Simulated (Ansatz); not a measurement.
Reaction (redistribution): `O[BH][SnH2][F]` + `[OH][GaH][GeH3]` → `O[BH][GaH][GeH3]` + `[OH][SnH2][F]`

Program: Ansatz. Geometries: PBE0-D4/def2-TZVP. ΔE: electronic, gas phase. CCSD(T)/CBS adds triple-zeta CCSD(T) − MP2 to the extrapolated MP2 energy (def2 sets, frozen cores). Functionals use def2-TZVPP. HSE06 is defined as in plane-wave codes. def2 core potentials past Kr. For Ga, Ge, Sn outer-core shells are correlated without core-valence functions, which leaves a few kJ/mol of doubt a bond. Scalar relativity is left out up to krypton. Each species was taken in one conformer, which may not be the lowest.

```tsv
level	ΔE (kcal/mol)
r2SCAN-D4	18.3
PBE0-D4	17.1
HSE06-D4	17.1
ωB97M-V	17.4
r2SCANh	18.1
HF/def2-TZVPP	13.6
MP2/def2-TZVPP	18.4
MP2/def2-QZVPP	17.8
```

**Question.** What does CCSD(T)/CBS give? (Estimate.)

**Answer.** The calculation gave: +16.6 kcal/mol. The listed levels differ from it by 1.7, 0.5, 0.5, 0.8, 1.5, -3.0, 1.8, 1.2 kcal/mol.

**Question.** What do rigid-rotor, harmonic-oscillator terms from PBE0-D4/def2-TZVP frequencies (298.15 K, 1 bar) make of the CCSD(T)/CBS value? (Estimate.)

**Answer.** Ansatz gave: ΔZPE = -1.0 kcal/mol, ΔH = +16.0 kcal/mol, ΔS = 21 J/(mol·K), ΔG = +14.5 kcal/mol. Modes under 50 cm⁻¹ make the entropy rough.

Largest T1 diagnostic among the species: 0.015.

Leaving LDA and LC-ωPBE aside and taking each functional with its dispersion term where it has one, the values, not all of them listed here, spread over 2.1 kcal/mol, from B97M-V to r2SCAN-D4. LDA lies +3.7 kcal/mol from PBE without D4. At CCSD(T), def2-SVP lies +4.8 kcal/mol from the extrapolated value and def2-TZVPP +0.8 kcal/mol. In def2-TZVPP, CCSD(T) changes the Hartree–Fock value by +3.8 kcal/mol (the triples alone add +0.6 kcal/mol) and MP2 by +4.7 kcal/mol.
